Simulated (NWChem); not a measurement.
Molecule: BeH2S; SMILES [BeH][SH]

```xyz
4

Be     0.1036    -1.3052     0.0000
H      0.0680    -2.6381     0.0000
S      0.1629     0.6097     0.0000
H     -1.1884     0.7024     0.0000
```
Atoms are numbered in this order, from 1.

Level: PBE0/def2-SVP (NWChem); excitation at 532 nm, off resonance, unscaled harmonic frequencies. Structure relaxed at the PBE0/def2-SVP level.

Q: Give the Raman lines with relative activities.

A: 
```
wavenumber (cm⁻¹)  relative intensity
-----------------  ------------------
436                               1.0
510                               3.1
656                               4.5
737                                17
2182                               88
2697                              100
```
